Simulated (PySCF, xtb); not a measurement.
SiH3Cl, SMILES [SiH3]Cl.

Harmonic wavenumbers (cm⁻¹) from GFN2-xTB run with xtb at its own minimum, in rising order: 511, 546, 546, 777, 785, 785, 2294, 2294, 2317.

**Question.** What does B3LYP-D3(BJ)/def2-TZVP (PySCF) give at its own minimum? (The exact figures need the calculation; the answer reports its results.)

**Answer.** 535, 661, 661, 957, 960, 960, 2251, 2263, 2263. Paired by order, the mean absolute difference is 101 cm⁻¹ and the zero-point energies are 15.5 and 16.5 kcal/mol.
